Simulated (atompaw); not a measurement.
**PBEsol PAW (atompaw) dataset for cobalt (Co), scalar-relativistic all-electron reference.**

```
Element                 : Co
Generator               : atompaw 4.2.0.5
Type                    : PAW
Functional              : PBEsol
Relativity              : scalar-relativistic
Frozen core             : [Ar]
Valence charge          : 9
Reference configuration : 3d7 4s1.5 4p0 (charge +0.5)
Partial waves           : 4s (bound): rc 3.00 bohr; 4s channel at 1.7 Ry: rc 3.00 bohr; 4p (bound, empty): rc 3.00 bohr; 4p channel at 4.6 Ry: rc 3.00 bohr; 3d (bound): rc 1.85 bohr; 3d channel at 0.4 Ry: rc 1.85 bohr
Local potential         : bessel scheme, radius 2.90 bohr
Core correction         : smooth core density matched at 2.45 bohr
Augmentation charge     : sinc compensation charge, radius 2.80 bohr; PAW radius 3.00 bohr; waves and projectors: custom polynom2 7 10 vanderbiltortho
```

Poles of the logarithmic derivatives, all-electron (AE) and pseudo (PS). s: poles at 0.2 (AE) and 0.2, 4.4 (PS) Ry. p: poles at 1.0 (AE) and 1.1 (PS) Ry. d: poles at -0.9, 2.5 (AE) and -0.9, 2.8 (PS) Ry. Test radius 3.02 bohr.

- Cutoffs needed: 25 Ry and 110 Ry (the cutoffs (Ry, on a coarse ladder) from which the occupation-weighted sum of valence levels, in a spherical-Bessel basis at the reference potential, stays within 10 and 1 mRy of its value at 400 Ry)
- Ghost test: no extra level below or beside the all-electron valence levels (s, p, d, f tested) (spherical-Bessel basis up to 400 Ry, 20 bohr box)
- Lowest eigenvalue of the overlap operator: 0.68 (p channel)
- Overlap eigenvalues printed by atompaw (projector basis): 0.479, 1.3, 3.03, 27.5, 89.3, 9.8e+04
- Share of each valence orbital outside the PAW sphere: 4s 34 %, 4p 62 %, 3d 1 %
